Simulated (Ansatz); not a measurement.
System: sum formula SnOCl, charge 0, multiplicity 2. It need not be the lowest isomer of its formula. 
Geometry from a B3LYP-D3(BJ)/def2-TZVP (Ansatz, an electronic-structure program) optimisation:
SMILES: [Sn]([Cl])=[O]
```xyz
3

Sn    -0.2985     0.3977    -0.2587
O     -1.4152    -1.2513    -0.2981
Cl     1.5439    -0.5808     0.9012
```
Charge 0, spin multiplicity 2.

Basis-set convergence of Hartree-Fock and CCSD(T) correlation energies (hartree) with Ansatz. Valence correlation only, unless marked. Open shells are spin-unrestricted. Spin-orbit coupling is left out. Frozen are the shells of the preceding noble gas and the d and f shells that filled before the atom's block. Past Kr the def2 sets carry scalar-relativistic core potentials.

```json
[
 {"basis": "def2-SVP", "functions": "58", "E(HF)": "-747.52415", "E(corr, CCSD(T))": "-0.37506"},
 {"basis": "def2-TZVPP", "functions": "123", "E(HF)": "(withheld)", "E(corr, CCSD(T))": "(withheld)"}
]
```

Task: Complete the blanks.

Result: 
- def2-TZVPP, E(HF): -747.79314
- def2-TZVPP, E(corr, CCSD(T)): -0.50580
